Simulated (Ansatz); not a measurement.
This singlet lies 1.74 eV below the relaxed triplet at the level frozen-core CCSD(T)/aug-cc-pVDZ // PBE0-D3(BJ)/def2-TZVPD (Ansatz, an electronic-structure program).

Species: CH2AlN2, SMILES `[C-]#[N+][Al-][NH2]` (lower singlet) (charge -1, multiplicity 1).

**Question.** Give a relaxed geometry from PBE0-D3(BJ)/def2-TZVPD (Ansatz).

**Answer.** One answer among several that fit: the end point of this relaxation, one of several conformers (outside a Z-matrix the atoms follow the SMILES, hydrogens last).
Cartesian coordinates (Å) in one orientation:
```xyz
6

C      2.622    -0.451    -0.320
N      1.597     0.082    -0.496
Al     0.033     1.201    -0.909
N     -1.160    -0.025    -0.250
H     -2.159     0.117    -0.246
H     -0.932    -0.924     0.155
```
